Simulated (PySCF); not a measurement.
C₂H₉FOSi₂, SMILES C[C@H]([SiH3])[Si@H](O)F. Coordinates come from a PBE-D3(BJ)/def2-SVP optimisation. The structure was generated by enumeration; whether it is a known compound was not checked. Other conformers were not sampled.

Computed equilibrium geometry at PBE-D3(BJ)/def2-SVP (PySCF confirms it by a frequency run) as Cartesian coordinates in Å (one conformer of several):
```xyz
15

C     -0.6081     1.9029    -0.8763
C     -0.5010     0.3815    -0.6281
Si    -2.0592    -0.3435     0.1936
Si     1.0365    -0.0386     0.3470
O      2.3172    -0.0693    -0.7247
F      0.8579    -1.5254     1.0308
H     -1.4966     2.1558    -1.4908
H      0.2844     2.2946    -1.4075
H     -0.6989     2.4669     0.0758
H     -0.3885    -0.1545    -1.5985
H     -2.1274     0.0744     1.6392
H     -3.2799     0.1973    -0.5062
H     -2.0726    -1.8428     0.1132
H      1.2920     0.9049     1.4868
H      3.2017    -0.1719    -0.3328
```
